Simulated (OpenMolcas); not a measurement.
## Cu2+: moving or changing the point charges

Cu2+ among 6 point charges of -2 e arranged as an octahedron (Oh), 2.08 Å from the ion.

```
Program             : OpenMolcas
Method              : SS-CASPT2, IPEA 0.25 Eh, imaginary shift 0.1 Eh (closed shells correlated: 3s 3p)
Basis               : ANO-RCC-VDZP [5s4p2d1f]
Scalar Hamiltonian  : DKH2, point nucleus
Active space        : 9 electrons in 5 orbitals (3d)
State averaging     : 2S+1 = 2 even, 5 roots
Spin-orbit coupling : state interaction with AMFI integrals over the reference wave functions
```

Runs around this geometry, states (labels of O, the rotations of Oh). Energies in cm-1 above the lowest state or level, χT in cm3 K/mol; 10Dq is the gap between the two states.

```
R (Å)  q (e)  Ground state  First state of that spin  10Dq  First gap with spin-orbit (degeneracies)  χT at 300 K
 1.99   -1.3            2E                  2T2 2800  2803                               2270 (4, 2)        0.876
 1.86     -2            2E                  2T2 5740  5737                               5090 (4, 2)        0.651
 2.08     -2            2E                  2T2 3550  3554                               2980 (4, 2)        0.793
```

Taking |10Dq| as R^-n, n = -ln(3554 / 5737) / ln(2.08 / 1.86) = 4.3 between the shortest and longest distance. The point-charge formula for a cubic d site gives n = 5.

An orbital doublet at a regular site is open to a Jahn-Teller distortion, which this geometry leaves out. Free-ion shares, where given, are those of the reference states; single-state CASPT2 does not remix them. The ground term spreads over less than 5000 cm-1, several times less than with real ligands, so orbital moments are less quenched and χT lies further from the spin-only value than at real sites (holds for R = 1.99, q = -1.3; R = 2.08, q = -2). This is an electrostatic model: the charges have no orbitals. No measured value stands beside these numbers.
